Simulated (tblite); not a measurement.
C8H21BOP (charge -1).
SMILES: `C(C)(P([BH3-])(=O)C(C)(C)C)(C)C`

Computed with GFN2-xTB (tblite): harmonic, unscaled wavenumbers at the GFN2-xTB geometry, gas phase. Errors from tens to a few hundred cm⁻¹ against measured bands are possible. Modes of hydrogen on boron can be 10 to 20 % off.

Harmonic wavenumbers (cm⁻¹): 71.6, 78.2, 156.1, 167.2, 183.1, 191.1, 198.0, 205.4, 217.8, 221.8, 235.9, 247.0, 252.3, 275.3, 282.6, 288.6, 293.4, 324.0, 357.4, 388.7, 393.4, 416.2, 427.0, 431.0, 532.5, 615.1, 639.5, 781.4, 790.4, 858.3, 861.5, 953.1, 955.1, 966.6, 969.8, 970.6, 972.5, 1018.8, 1024.7, 1029.6, 1032.9, 1122.3, 1169.5, 1202.9, 1205.6, 1216.9, 1227.4, 1242.9, 1247.6, 1251.0, 1264.0, 1386.6, 1390.1, 1391.9, 1392.1, 1412.3, 1415.8, 1483.5, 1486.5, 1493.2, 1494.2, 1498.1, 1498.6, 1503.7, 1505.8, 1513.2, 1519.4, 1524.2, 1528.7, 2262.4, 2295.9, 2364.3, 2926.4, 2928.0, 2931.8, 2936.9, 2941.1, 2945.1, 3006.3, 3010.7, 3016.1, 3020.3, 3021.2, 3024.7, 3028.9, 3029.9, 3032.0, 3037.2, 3044.6, 3049.5.

A = 1241, B = 796.7, C = 730.1 MHz; mass 175.142 u (most abundant isotopes); point group C1, symmetry number 1.

Task: Zero-point energy?

Result: ½Σν̃ = 60358 cm⁻¹ = 722.05 kJ/mol.

Task: What is S at 273.15 K and 1 bar for an ideal gas of classical rigid rotors and harmonic oscillators?

Result: Translation 171.46, rotation 126.42, vibration 181.37: S = 479.3 J/(mol K).

Task: And Cp and H(273.15 K) − H(0)?

Result: Cp = 243.82 J/(mol K), of which vibrations give 210.56 (their classical limit is 90 R = 748.3); H(273.15 K) − H(0) = 37.91 kJ/mol without the zero-point energy, 28.83 from vibrations.

Task: What must be added to the electronic energy to get the Gibbs energy at 273.15 K and 1 bar?

Result: ZPE + [H(273.15 K) − H(0)] − T·S = 722.05 + 37.91 − 130.91 = 629.05 kJ/mol.

Task: How do the functions run with temperature in this model?

Result: 
```tsv
T (K)	S (J/(mol K))	Cp (J/(mol K))	H − H(0) (kJ/mol)	G − H(0) (kJ/mol)	ln q(vib)
150	360.3	158.8	12.96	-41.09	3.51
250	458.3	228.6	32.45	-82.14	8.04
298.15	501.3	260.3	44.21	-105.25	10.28
400	587.1	325.8	74.10	-160.73	14.98
600	740.7	434.0	150.62	-293.81	23.92
900	939.4	544.9	298.72	-546.70	36.46
```

q(vib) and H(0) count from the zero-point level.

Hindered rotation and anharmonicity are outside this model. The structure is chiral; the term R ln 2 for an equal mix with its mirror image is left out.

Shape of the structure used: `[BH3-:1][P:2](=[O:3])([C:4]([CH3:5])([CH3:6])[CH3:7])[C:8]([CH3:9])([CH3:10])[CH3:11]`: B1–P2–C4–C5 -76°, B1–P2–C8–C9 50°.
